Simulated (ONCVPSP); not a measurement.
**Building the ONCV potential for neodymium (Nd) (PBEsol, scalar-relativistic).**

neodymium, optimised norm-conserving Vanderbilt (ONCV), made with ONCVPSP 4.0.1 (PBEsol, scalar-relativistic). Core [Kr] 4d10, reference 4f4 5s2 5p6 6s1 6p1. Waves: 5s+6s: rc 1.90 bohr, ncon 4, nbas 8, qcut 8 1/bohr, 2 projectors; 5p+6p: rc 3.15 bohr, ncon 4, nbas 7, qcut 5.2 1/bohr, 2 projectors; d scattering state at 0.18 Ha: rc 2.80 bohr, ncon 4, nbas 8, qcut 3 1/bohr, 2 projectors, debl 0.9 Ha; 4f: rc 1.25 bohr, ncon 5, nbas 10, qcut 11.9 1/bohr, 1 projector. Local part: polynomial inside 1.00 bohr (lpopt 4, dvloc0 4 Ha). Core correction: Teter function, fcfact 1.5, rcfact 1.35.

All-electron outer shells of the reference configuration (PBEsol, scalar-relativistic, ld1.x):

```csv
shell,level (eV),outermost node (bohr),outermost maximum (bohr)
4d,-117.75,0.29,0.62
5s,-41.73,0.72,1.32
5p,-23.32,0.77,1.50
6s,-4.17,1.77,3.74
4f,-2.97,–,0.67
6p,-1.78,2.12,4.98
```

Question: Does the generator finish with these settings?

Answer: No. ONCVPSP 4.0.1 stopped with "ERROR pspot: first pseudo wave function has node, program will stop": the optimised pseudo-wave of the first projector has a node, so the radial equation cannot be inverted for a potential. It happened in the s channel.
